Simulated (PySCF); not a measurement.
CH₃Cl₂NSi₂, SMILES Cl[Si]1(Cl)C=N[SiH2]1.

Geometry optimised at r2SCAN-D4/def2-SVP. The structure was generated by enumeration, and PubChem lists no compound with its InChIKey, so it may never have been made.

Level of theory: PySCF with SMD-M06-2X/6-31G*.

Solvation free energies are E(SMD) − E(gas) at the gas-phase geometry, for 1 M in both phases. In vacuum the dipole moment is 1.15 D.

Computed solvation free energies in water, benzene, chloroform:
| solvent | ΔG(solv) (kcal/mol) | its non-electrostatic (CDS) part | dipole (D) |
|---|---|---|---|
| water | -1.1 | 3.3 | 1.32 |
| benzene | -3.7 | -1.7 | 1.25 |
| chloroform | -4.6 | -1.5 | 1.29 |
